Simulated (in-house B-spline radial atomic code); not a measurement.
Values are calculated unless marked as measured or tabulated.
## Building a PAW d channel for Cd, r_c = 0.837 bohr

Cd, [Kr] 4d10 5s2, non-relativistic LDA (VWN5), spherical and spin-unpolarised, from a B-spline radial code for spherical atoms (atomic units; all potentials screened as in the neutral atom).

Two all-electron partial waves φ1, φ2 are integrated outwards at E1 = ε(4d) = -0.47053 and E2 = E1 + 1.5 hartree; φ1 is the bound orbital and φ2 has unit norm inside r_c = 0.8371 bohr. Smooth partners are polynomials, r^3(a0 + a1 r² + a2 r⁴ + a3 r⁶), matched to φ and three derivatives at r_c, with no condition on the norm. The local potential is -50.0155 + (156.867) r² + (-216.701) r⁴ + (113.645) r⁶ inside 0.6854 bohr and the all-electron one outside.

```csv
wave,φ(r_c),φ'(r_c),a0,a1,a2,a3
1,0.9097114,0.6132799,5.026805,-7.638133,4.409276,-0.839243
2,1.818943,-0.2814992,12.9071,-22.9053,15.34381,-3.748815
```

Inside r_c the overlaps are <φi φj> = [[0.20974, 0.45720], [0.45720, 1.00000]] and, for the smooth waves, [[0.18937, 0.41625], [0.41625, 0.91792]]. With χj = (Ej − T − V_local) applied to smooth wave j, the program's quadrature gives the matrix B_ij = <smooth i, χj> as [[0.70182, 1.58575], [1.64718, 3.73208]].

Task: Check the match of the first wave, and find the augmentation charges q_ij.

Result: At r_c the four terms are 2.94866, -3.13960, 1.27001, -0.16939, which sum to 0.9097, φ1(r_c) to rounding. q_ij is the all-electron overlap less the smooth one: [[0.02037, 0.04096], [0.04096, 0.08208]]. The smooth first wave has a norm of 0.1894 inside r_c against 0.2097, and q11 > 0 puts back the missing charge.

Task: B isn't symmetric. Show that D_ij = B_ij + Ej q_ij is.

Result: Integrating by parts gives B12 − B21 = (E1 − E2) q12: 1.58575 − (1.64718) = -0.06143, and −1.5 × (0.04096) = -0.06143. So D12 = 1.58575 + (1.029470)(0.04096) = 1.62791 and D21 = 1.64718 + (-0.47053)(0.04096) = 1.62791; D11 = 0.69223, D22 = 3.81658. The projectors, p = (B⁻¹)ᵀ χ, are dual to the smooth waves; det B = 0.0072, small beside B11 B22, as the two smooth waves look alike inside r_c.

Solving (T + V_local + Σ p D p) ψ = E (1 + Σ p q p) ψ in a sphere of 9 bohr gives these levels:

```csv
all-electron,one projector,two projectors
-0.470529,-0.470529,-0.470529
0.111003,0.110964,0.111003
0.378484,0.378246,0.378483
0.797517,0.796656,0.797517
1.358920,1.356500,1.358920
```

Task: What does the second projector gain?

Result: With one projector the errors are 0.00, -0.04, -0.24, -0.86, -2.42 millihartree. With two the errors are 0.00, 0.00, 0.00, 0.00, 0.00 millihartree. The scattering is exact at E1 and at E2 = 1.029, and over all levels compared the largest error is under 0.01 millihartree. The lowest eigenvalue of the overlap operator is 1 with one and 0.9679 with two projectors. The smooth orbital alone needs a cutoff of 50.8 hartree for 1 millihartree of kinetic energy, against 107 for a norm-conserving Troullier-Martins orbital of the same radius; part of the gain comes from giving up the norm, part from the simpler form.
